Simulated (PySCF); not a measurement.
# Electronic structure of Cs (caesium, neutral) at the PBE0 level

Configuration: [Xe] 6p1, 2P determinant (an excited configuration). Computed with PySCF 2.14 in aug-cc-pVDZ-X2C (8s7p5d, 54 functions), with scalar relativity by spin-free X2C-1e.

* Total energy: -7785.74 hartree
* One-electron energy: -10640.34 hartree
* Hartree (Coulomb) energy: 3048.69 hartree
* Exchange-correlation energy: -194.09 hartree
* ⟨S²⟩: 0.7500
* ⟨L²⟩: 2.000
* Sum of ⟨r⟩: 43.81 bohr
* Sum of ⟨r²⟩: 116.5 bohr²
* Traceless quadrupole moment −½Σ⟨3z² − r²⟩ along its main axis: -26.1 e·bohr²
* Langevin diamagnetic susceptibility: -92.3 ×10⁻⁶ cm³/mol

| shell | electrons | mean orbital energy (hartree) | spread (hartree) | rms radius, mean of both spins (bohr) |
| --- | --- | --- | --- | --- |
| 1s α | 1 | -1316.84223 | 0 | 0.0298 |
| 1s β | 1 | -1316.84217 | 0 | 0.0298 |
| 2s α | 1 | -207.59122 | 0 | 0.121 |
| 2s β | 1 | -207.59118 | 0 | 0.121 |
| 2p α | 3 | -186.33676 | 0.00005 | 0.108 |
| 2p β | 3 | -186.33670 | 0.00017 | 0.108 |
| 3s α | 1 | -43.64120 | 0 | 0.319 |
| 3s β | 1 | -43.64114 | 0 | 0.319 |
| 3p α | 3 | -36.73879 | 0.00029 | 0.319 |
| 3p β | 3 | -36.73872 | 0.00044 | 0.319 |
| 3d α | 5 | -26.52545 | 0.00030 | 0.297 |
| 3d β | 5 | -26.52539 | 0.00039 | 0.297 |
| 4s α | 1 | -8.47223 | 0 | 0.738 |
| 4s β | 1 | -8.47207 | 0 | 0.738 |
| 4p α | 3 | -6.23508 | 0.00100 | 0.788 |
| 4p β | 3 | -6.23491 | 0.00131 | 0.788 |
| 4d α | 5 | -2.93245 | 0.00123 | 0.902 |
| 4d β | 5 | -2.93228 | 0.00148 | 0.902 |
| 5s α | 1 | -1.12582 | 0 | 1.87 |
| 5s β | 1 | -1.12490 | 0 | 1.87 |
| 5p α | 3 | -0.60317 | 0.00364 | 2.22 |
| 5p β | 3 | -0.60219 | 0.00523 | 2.22 |
| 6p α | 1 | -0.06574 | 0 | 8.08 |

Spin-orbit coupling, absent here, splits the open shell strongly.

Densities and radii are taken from the X2C orbitals without a picture-change correction, which distorts them close to the nucleus.
